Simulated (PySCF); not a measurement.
I⁺ (iodine, charge +1) across methods

[Kr] 4d10 5s2 5p4, high-spin 3P determinant. Calculation: PySCF 2.14, in aug-cc-pVTZ-PP with one added diffuse shell each of d, f type with ECP28MDF (6s5p5d3f, 67 functions); a scalar-relativistic core potential.

```csv
method,E (hartree),mean ε 5s β (eV),mean ε 5p α (eV),mean ε 5p β (eV),Σ⟨r²⟩ (bohr²),⟨S²⟩
PBE0,-295.3099,-26.780,-17.309,-15.732,48.51,2.004
UHF,-294.31110,-29.664,-20.458,-18.366,49.02,2.011
r2SCAN,-295.4170,-25.523,-16.430,-14.822,48.41,2.005
TPSS,-295.1849,-25.381,-16.096,-14.633,48.54,2.003
PW91,-295.3908,-25.493,-16.017,-14.587,48.56,2.003
PBE,-295.2838,-25.396,-15.968,-14.522,48.58,2.003
LDA,-294.8691,-25.844,-16.054,-14.679,48.54,2.001
BP86,-295.4262,-25.587,-16.046,-14.673,48.49,2.002
B97-3,-295.3621,-26.754,-17.264,-15.712,48.51,2.003
```

Energies and moments cover only the electrons outside the core potential.
